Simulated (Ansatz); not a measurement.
C3H5FOSi (`FC1=CO[SiH2]C1`) at its PBE0-D4/def2-TZVP geometry, where that method's forces vanish. The species carries charge 0 and has multiplicity 1.

```xyz
11

F     2.4392   -0.4630    0.2711
C     1.1120   -0.2725    0.2784
C     0.3530   -0.5833    1.3251
O    -0.9958   -0.3471    1.2280
Si   -1.3225    0.3046   -0.2863
C     0.4560    0.3090   -0.9264
H     0.6957   -1.0089    2.2584
H    -2.2459   -0.5812   -1.0361
H    -1.9322    1.6489   -0.1439
H     0.8367    1.3090   -1.1554
H     0.6039   -0.3153   -1.8127
```

Problem. What forces (eV/Å) does PBE-D4/def2-TZVPP give on these atoms in the Gaussian-basis code of Ansatz? (Estimate.)

Solution. Computed: 
```
F1   0.751 -0.101 -0.020
C2  -0.095  0.159 -0.359
C3   0.011 -0.170  0.420
O4  -0.497 -0.115  0.467
Si5 -0.117  0.150 -0.331
C6  -0.032  0.029 -0.062
H7   0.065 -0.096  0.213
H8  -0.113 -0.099 -0.084
H9  -0.077  0.153  0.017
H10  0.075  0.201 -0.067
H11  0.030 -0.111 -0.193
```
